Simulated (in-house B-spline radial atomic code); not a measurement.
Tc⁷⁺. Computed with a B-spline radial atomic code. Model: all-electron spherical atom, spin shells full or empty, radial basis limit, no spin-orbit coupling, Breit or QED, empty-state partial waves extrapolated as (l+1/2)^-4, RPA, G0W0 and static COHSEX of the highest shell as one setting changes (uncorrelated shells keep exact exchange).

Given: element Tc; charge 7; filled core Ar; hamiltonian one-electron scalar X2C; mean-field start LDA VWN5; highest l of empty states 9; nuclear rms radius 4.4112 fm; highest mean-field shell 4p.

Shell: 3d 5 5, 4s 1 1, 4p 3 3 (electrons up and down).

```json
{"lowest nl shells left uncorrelated": "0", "RPA correlation energy (hartree)": "-2.8018", "G0W0 level (eV)": "-152.44", "G0W0 minus most complete (meV)": "0", "COHSEX level (eV)": "-155.84", "linearised minus solved G0W0 (meV)": "-11.8"}
{"lowest nl shells left uncorrelated": "1", "RPA correlation energy (hartree)": "?", "G0W0 level (eV)": "?", "G0W0 minus most complete (meV)": "?", "COHSEX level (eV)": "?", "linearised minus solved G0W0 (meV)": "?"}
{"lowest nl shells left uncorrelated": "2", "RPA correlation energy (hartree)": "?", "G0W0 level (eV)": "?", "G0W0 minus most complete (meV)": "?", "COHSEX level (eV)": "?", "linearised minus solved G0W0 (meV)": "?"}
{"lowest nl shells left uncorrelated": "3", "RPA correlation energy (hartree)": "-1.9142", "G0W0 level (eV)": "-152.42", "G0W0 minus most complete (meV)": "19.1", "COHSEX level (eV)": "-155.8", "linearised minus solved G0W0 (meV)": "-11.8"}
{"lowest nl shells left uncorrelated": "4", "RPA correlation energy (hartree)": "-1.738", "G0W0 level (eV)": "-152.43", "G0W0 minus most complete (meV)": "13.6", "COHSEX level (eV)": "-155.81", "linearised minus solved G0W0 (meV)": "-11.8"}
{"lowest nl shells left uncorrelated": "5", "RPA correlation energy (hartree)": "-1.2267", "G0W0 level (eV)": "-152.51", "G0W0 minus most complete (meV)": "-66.8", "COHSEX level (eV)": "-155.94", "linearised minus solved G0W0 (meV)": "-12.1"}
{"lowest nl shells left uncorrelated": "6", "RPA correlation energy (hartree)": "-0.44031", "G0W0 level (eV)": "-152.12", "G0W0 minus most complete (meV)": "318.3", "COHSEX level (eV)": "-155.26", "linearised minus solved G0W0 (meV)": "-11.5"}
{"lowest nl shells left uncorrelated": "7", "RPA correlation energy (hartree)": "-0.30982", "G0W0 level (eV)": "-152.95", "G0W0 minus most complete (meV)": "-507", "COHSEX level (eV)": "-155.92", "linearised minus solved G0W0 (meV)": "0.1"}
```

Problem. What follows for lowest nl shells left uncorrelated = 1?

Solution. RPA correlation energy -2.6369 hartree; G0W0 level -152.44 eV; G0W0 minus most complete 2.5 meV; COHSEX level -155.84 eV; linearised minus solved G0W0 -11.8 meV.

Problem. What follows for lowest nl shells left uncorrelated = 2?

Solution. RPA correlation energy -2.4489 hartree; G0W0 level -152.44 eV; G0W0 minus most complete 3.5 meV; COHSEX level -155.84 eV; linearised minus solved G0W0 -11.8 meV.
